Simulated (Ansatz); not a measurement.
Z-matrix (Å, degrees):
```
In
O 1 1.996
O 1 1.996 2 118.8
O 1 1.996 2 118.8 3 158.5
P 1 2.771 2 96.4 3 -100.7
H 2 0.960 1 111.8 3 -8.6
H 3 0.960 1 111.8 2 149.8
H 4 0.960 1 111.7 2 -8.4
H 5 1.410 1 119.1 2 -55.5
H 5 1.410 1 119.0 2 -175.6
H 5 1.410 1 119.0 2 64.5
```

Total charge 0; spin multiplicity 1. In takes the def2 core potential.

**Question.** List the PBE/def2-TZVPP orbital energies in eV (Ansatz 0.2.0). (Best estimate.)

**Answer.** Ansatz gave: Occupied: -2077.47, -509.29, -509.29, -509.29, -172.84, -124.30, -124.30, -124.19, -121.31, -79.05, -78.82, -78.82, -23.48, -23.38, -23.38, -18.30, -18.20, -18.20, -18.00, -18.00, -17.21, -11.52, -10.79, -10.79, -10.39, -10.39, -8.67, -7.90, -6.93, -6.93, -6.39, -6.26, -6.26. Lowest empty: -1.86, -1.19, -1.19, -0.44, 0.31, 0.31, 0.52, 1.92.
